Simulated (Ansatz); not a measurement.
Single points on the cluster Sb3.

```yaml
crystal:
  periodic: [false, false, false]
  atoms:
    - {symbol: Sb, position_ang: [-1.387124, 0.031875, 0.786733]}
    - {symbol: Sb, position_ang: [0.526371, -1.365841, -0.633597]}
    - {symbol: Sb, position_ang: [0.860753, 1.333965, -0.153136]}
basis:
  gaussian: {orbitals: def2-TZVP, initial_orbitals: start.molden}
magnetization: {spin_polarized: true, initial_magnetization: 1}
hamiltonian: {xc: pbe0, dispersion: d4}
scf: {omitted_lower_state_checks: [starts]}
output: {orbitals: {seedname: orbitals}}
```

The file start.molden holds the orbitals of an earlier run on this structure, at another level or in another basis.

```sh
$ ansatz run in.yaml --threads 4 --pin off --events-out ev --progress --plain --max-ram 3916MiB
```

Output, abridged:

```
Functional definition: PBE0
1323 factors; their error is unknown
mean field evaluation 1: about -19614.4067 eV, gradient 1.2e1 eV
mean field evaluation 2: about -19614.7482 eV, gradient 3.4e-1 eV
mean field evaluation 4: about -19615.2730 eV, gradient 5.4e-1 eV
mean field evaluation 8: about -19615.2736 eV, gradient 7.1e-6 eV
mean field -19615.27359747 eV, -720.8480089969 hartree, gradient 9.3e-6 eV, S^2 0.930713; 0 other end points of the search recorded, 0 dependent functions left out
reference -19615.27362237 eV, -720.8480099121 hartree; 35, 34 occupied and 115, 116 virtual orbitals, 1323 factors
Total energy: -19615.42669960 eV, -720.8536353964 hartree
Checks for a lower state left out: starts
```

Run time 4.7 s (4 threads of Arm Neoverse V1 on a shared host).

First input, but with `hamiltonian: {xc: r2scan, dispersion: d4}` (abridged; 6.5 s):

```
Functional definition: r2SCAN
mean field -19622.44537486 eV, -721.1115669549 hartree, gradient 2.2e-5 eV, S^2 0.939565
Total energy: -19622.47504731 eV, -721.1126573972 hartree
Checks for a lower state left out: starts
```

First input, but with `hamiltonian: {xc: pbe, dispersion: d4}` (abridged; 4.5 s):

```
Functional definition: PBE
mean field evaluation 16: about -19614.6137 eV, gradient 1.3e-5 eV
mean field -19614.61366044 eV, -720.8237567586 hartree, gradient 4.5e-6 eV, S^2 0.800984
Total energy: -19614.79394055 eV, -720.8303819303 hartree
Checks for a lower state left out: starts
```

Geometry: PBE-D4/def2-SVP, that of the charge +1 singlet.

In the def2 sets Sb takes a core potential; there is no spin–orbit coupling. At PBE0-D4/def2-TZVP, r2SCAN-D4/def2-TZVP the charge 0 doublet is spin-contaminated (final ⟨S²⟩ up to 0.94, 0.75 for a pure state). At PBE-D4/def2-TZVP the gap within one spin of the charge 0 doublet nearly closes, so an electron or hole may be smeared out by delocalisation error. The structure comes from a short search, and lower isomers may exist.
